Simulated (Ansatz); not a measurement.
The cluster Zn₂Br₃, relaxed as a doublet with UKS PBE-D4/def2-SVP in Ansatz, starting from the GFN1-xTB geometry. Force threshold 0.02 eV/Å.

Another isomer (doublet) lies 0.66 eV lower at PBE0-D4/def2-TZVP; other spin states weren't run for this one.

Start:

```xyz
5

Zn   -0.3287    0.3286    0.7675
Zn    0.6119   -0.6189   -1.4182
Br   -1.8304    1.0621   -0.9594
Br   -0.3125   -2.0559    1.0547
Br    1.8596    1.2840    0.5553
```

Question: Estimate the energy that the relaxation releases and the steps that it takes.

Answer: 9.5 kJ/mol, in 4 steps; 13 s on 4 threads of Arm Neoverse V1 on a shared host. No frequencies were taken in this run, so the end may be a saddle point.

Question: Does the start keep its bonding and symmetry?

Answer: By distances, no bond broke or formed. The bond that changes most is Zn2–Br5, from 3.01 to 2.84 Å (atoms count from 1). Point group Cs at the start, C3v at the end, both within 0.05 Å.

Question: Predict the relaxed structure.

Answer: 
Cartesian coordinates in Å:
```
Zn -0.379 0.381 0.880
Zn 0.582 -0.585 -1.350
Br -1.737 0.990 -0.972
Br -0.277 -1.990 0.959
Br 1.811 1.204 0.483
```
Bond lengths (bridged metal pairs left out): 6 × Br–Zn 2.37 to 2.84 Å.
